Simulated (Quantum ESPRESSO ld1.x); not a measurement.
The run below uses ld1.x (Quantum ESPRESSO 7.5).

```
 &input
    zed=40.0,
    iswitch=1,
    rel=1,
    lsd=1,
    dft='SLA-VWN',
    config='[Ar] 3d10 4s2 4p3',
    verbosity='high',
    prefix='ld1',
    max_out_wfc=37,
    file_charge='ld1.rho',
 /
```

Command: `OMP_NUM_THREADS=1 ld1.x < ld1.in > ld1.out`

Output (excerpt):

```
     Program LD1 v.7.5 starts

     --------------------------- All-electron run ----------------------------

     scalar relativistic calculation

     atomic number is 40.00
     dft =SLA-VWN   lsd =1 sic =0 latt =0  beta=0.20 tr2=1.0E-14
     Exchange-correlation= SLA-VWN
                           (   1   2   0   0   0   0   0)
     mesh =2037 r(mesh) =  99.39686 a.u. xmin = -8.00 dx = 0.00800
     1 Ry =  13.60569312 eV, c = 137.03599908

     n l     nl                  e(Ry)          e(Ha)          e(eV)
     1 0     1S 1( 1.00)   -1316.267809003    -658.133904501 -17908.7358770
     2 0     2S 1( 1.00)    -189.239341311     -94.619670656  -2574.7324047
     2 1     2P 1( 3.00)    -169.767183949     -84.883591974  -2309.8002072
     3 0     3S 1( 1.00)     -37.433329197     -18.716664599   -509.3063896
     3 1     3P 1( 3.00)     -31.083107970     -15.541553985   -422.9072283
     3 2     3D 1( 5.00)     -20.627220885     -10.313610443   -280.6476373
     4 0     4S 1( 1.00)     -11.079417885      -5.539708942   -150.7431597
     4 1     4P 1( 3.00)      -9.267702481      -4.633851241   -126.0935159
     1 0     1S 2( 1.00)   -1316.224984239    -658.112492120 -17908.1532164
     2 0     2S 2( 1.00)    -189.210392054     -94.605196027  -2574.3385300
     2 1     2P 2( 3.00)    -169.727376522     -84.863688261  -2309.2585995
     3 0     3S 2( 1.00)     -37.379971952     -18.689985976   -508.5804273
     3 1     3P 2( 3.00)     -31.023833378     -15.511916689   -422.1007564
     3 2     3D 2( 5.00)     -20.563322841     -10.281661421   -279.7782602
     4 0     4S 2( 1.00)     -10.760321629      -5.380160815   -146.4016340
     4 1     4P 2( 0.00)      -8.951716084      -4.475858042   -121.7943020

     final scf error:  3.4E-15 reached in  21 iterations

     Etot =   -7162.101267 Ry,   -3581.050634 Ha,  -97445.351956 eV
     Total magnetization:    3.00 Bohr mag.

     Ekin =    7363.083450 Ry,    3681.541725 Ha,  100179.853865 eV
     Encl =  -16997.255059 Ry,   -8498.627530 Ha, -231259.436266 eV
     Eh   =    2685.496326 Ry,    1342.748163 Ha,   36538.038893 eV
     Exc  =    -213.425984 Ry,    -106.712992 Ha,   -2903.808448 eV
```

Run on one thread of a shared host, so times are rough (Intel(R) Xeon(R) Processor @ 2.60GHz): 0.58 s of CPU time, 0.97 s wall, 21 iterations on 2037 mesh points.
